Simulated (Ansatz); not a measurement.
**A basis-limit estimate, worked out**

The pair of Cl⁻ (SMILES [Cl-], atom 1) and SiH3F (SMILES [SiH3]F, atoms 2–6), both closed shells, in one local arrangement (a lower one may exist), relaxed at PBE0-D4/def2-TZVPD:

Cl1  (0.042, 0.251, -2.248)
Si2  (-0.004, -0.022, 0.197)
F3  (-0.036, -0.210, 1.879)
H4  (1.171, 0.889, 0.179)
H5  (-1.369, 0.557, 0.094)
H6  (0.195, -1.465, -0.102)
(Å)

Both fragments are computed in the basis of the whole pair.

Program: Ansatz 0.2.0. Basis: def2-TZVPPD and def2-QZVPPD. Cores are frozen in the correlated methods.

Energies in eV:

| quantity | pair | first fragment | second fragment |
| --- | --- | --- | --- |
| Hartree–Fock, triple zeta (X = 3) | -23124.59906 | -12505.39598 | -10618.08114 |
| Hartree–Fock, quadruple zeta (X = 4) | -23125.29781 | -12505.71762 | -10618.44854 |
| MP2 correlation, X = 3 | -16.48257 | -5.60164 | -10.59062 |
| MP2 correlation, X = 4 | -17.93704 | -6.13413 | -11.46813 |
| CCSD(T) correlation, X = 3 | -18.02304 | -6.27752 | -11.48854 |

(1) Work out the interaction energy at the basis limit: extrapolate Hartree–Fock as E(X) = E∞ + A exp(−7.88 √X) and the MP2 correlation as E(X) = E∞ + B X^−2.97 (the exponents that Neese and Valeev fitted for def2-TZVPP and QZVPP, reused here for the diffuse sets), then add CCSD(T) − MP2 in triple zeta.

No T1 diagnostic of these runs exceeds 0.013.

Results:

(1) Each step is linear, so take the differences first (pair − first fragment − second fragment): Hartree–Fock -1.12194 (X = 3) and -1.13165 (X = 4); MP2 correlation -0.29031 and -0.33478; CCSD(T) correlation -0.25698.
Two points give E∞ = E(4) + w [E(4) − E(3)], with w = 1/(exp(7.88 (2 − √3)) − 1) = 0.1377 for Hartree–Fock and w = 1/((4/3)^2.97 − 1) = 0.7407 for the correlation.
Hartree–Fock: -1.13165 + 0.1377 × (-0.00971) = -1.1330 eV.
MP2 correlation: -0.33478 + 0.7407 × (-0.04447) = -0.3677 eV.
CCSD(T) − MP2: -0.25698 − (-0.29031) = 0.0333 eV.
Sum: -1.1330 + (-0.3677) + 0.0333 = -1.4674 eV, or -33.84 kcal/mol. Plain CCSD(T) in triple zeta gives -1.3789 eV, so the larger basis shifts the result by -0.0885 eV.

For scale, one of the runs: CCSD(T)/def2-TZVPPD, 190 basis functions, launched by `ansatz run in.yaml --threads 2 --pin off --events-out ev --progress --plain --max-ram 5222MiB`. Time: 39 s of wall clock on 2 CPU threads of an Arm Neoverse V2; the host was shared. Peak host memory: 1.9 GiB.
